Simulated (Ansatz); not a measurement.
`O[SiH2][O][GeH3]` + `[OH][GeH2][GeH3]` → `[OH][GeH]([GeH3])[GeH3]` + `O[SiH2]O`  (formal exchange of groups at a Ge–O bond)

Computed with Ansatz on PBE0-D4/def2-TZVP structures; ΔE is electronic, products minus reactants. CCSD(T)/CBS adds triple-zeta CCSD(T) − MP2 to the extrapolated MP2 energy (def2 sets, frozen cores). Functionals use def2-TZVPP. For Ge outer-core shells are correlated without core-valence functions, which leaves a few kJ/mol of doubt a bond. Scalar relativity is left out up to krypton. One conformer a species, not always the lowest.

`O[SiH2][O][GeH3]`:

Cartesian coordinates in Å:
```
O 1.172 -0.411 -1.748
Si -0.391 -0.425 -1.240
O -0.531 -0.489 0.380
Ge -0.057 0.620 1.688
H 1.680 -1.218 -1.648
H -1.102 -1.619 -1.762
H -0.953 0.840 -1.768
H 1.379 0.270 2.108
H -1.051 0.368 2.827
H -0.146 2.063 1.164
```

`[OH][GeH2][GeH3]`:

Cartesian coordinates in Å:
```
O -1.004 0.743 -1.757
Ge -0.033 -0.511 -0.927
Ge 0.545 0.228 1.315
H -1.859 0.877 -1.342
H -0.835 -1.831 -0.884
H 1.199 -0.672 -1.829
H 1.312 -0.875 2.064
H -0.739 0.548 2.101
H 1.415 1.492 1.260
```

`[OH][GeH]([GeH3])[GeH3]`:

Cartesian coordinates in Å:
```
O -1.844 0.435 1.062
Ge -0.693 0.114 -0.280
Ge 0.843 1.986 -0.197
Ge 0.379 -2.043 0.072
H -2.585 -0.174 1.061
H -1.485 0.089 -1.612
H 1.886 1.832 -1.317
H 1.570 1.999 1.156
H 0.093 3.312 -0.388
H -0.683 -3.143 0.246
H 1.256 -2.003 1.333
H 1.263 -2.404 -1.135
```

`O[SiH2]O`:

Cartesian coordinates in Å:
```
O 0.925 1.111 -0.117
Si -0.140 -0.107 -0.395
O -0.622 -0.881 0.970
H 0.612 1.874 0.372
H -1.403 0.400 -0.980
H 0.592 -1.018 -1.305
H 0.036 -1.381 1.455
```

(1) Is it downhill or uphill in electronic energy at CCSD(T)/CBS, and by how much? (Estimate.)

(2) What do these levels give: LDA (SPW92), PBE-D4, r2SCAN0-D4, r2SCAN, HF/def2-TZVPP, SCS-MP2/def2-TZVPP? (Estimate.)

Largest T1 diagnostic among the species: 0.012.

## Answers

(1) Computed: Nearly level: ΔE = +0.1 kJ/mol.

(2) Ansatz gave: LDA (SPW92) -13.5, PBE-D4 -12.5, r2SCAN0-D4 -1.2, r2SCAN -1.0, HF/def2-TZVPP 26.8, SCS-MP2/def2-TZVPP 11.6 kJ/mol.

From BLYP to BHLYP (50 % exact exchange), in def2-TZVPP and without D4, ΔE moves by +10.7 kJ/mol. In def2-TZVPP, CCSD(T) changes the Hartree–Fock value by −22.7 kJ/mol (the triples alone add −1.8 kJ/mol) and MP2 by −23.2 kJ/mol. At CCSD(T), def2-SVP lies +16.1 kJ/mol from the extrapolated value and def2-TZVPP +4.0 kJ/mol.
